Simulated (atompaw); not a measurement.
What one change does to a pseudopotential (Ti, PAW (atompaw))

atompaw 4.2.0.5 input, output lines left out:

```
Ti 22
GGA-PBE scalarrelativistic loggrid 1500 logderivrange -7 5 301
4 4 3 0 0 0
4 0 1
4 1 0
3 2 2
0 0 0
c
c
v
v
c
v
v
v
2
2.15 1.85 1.65 1.40
n
n
y
0.15
n
custom polynom2 7 10 vanderbiltortho besselshape
bessel
1.60
2.15
1.90
2.15
2.15
2.15
```

Change: all radii scaled by about 1.10 (s 1.76, p 2.10, d 2.36 bohr); local potential bessel scheme, radius 1.82 bohr; augmentation besselshape compensation charge, radius 2.04 bohr; PAW radius 2.36 bohr; waves and projectors: custom polynom2 7 10 vanderbiltortho; core correction smooth core density matched at 1.54 bohr.

Cutoffs: the cutoffs (Ry, on a coarse ladder) from which the occupation-weighted sum of valence levels, in a spherical-Bessel basis at the reference potential, stays within 10 and 1 mRy of its value at 400 Ry; they do not see the model core or the augmentation charge, which bear on the density cutoff.

Question: What does the change do?

Answer: The potential gets harder (21 Ry and 25 Ry → 21 Ry and 40 Ry); neither file shows a bound ghost.

| quantity | base | changed |
| --- | --- | --- |
| cutoff, loose | 21 Ry | 21 Ry |
| cutoff, tight | 25 Ry | 40 Ry |
| loose cutoff by channel (10 mRy a level) | s 18 Ry, p 18 Ry, d 18 Ry | s 15 Ry, p 15 Ry, d 12 Ry |
| bound ghosts | none | none |
| lowest overlap eigenvalue by channel | s 0.58, p 0.79, d 0.93 | s 0.49, p 0.68, d 0.94 |

 The cutoffs see the waves, projectors and local potential, not the compensation charge or the core.
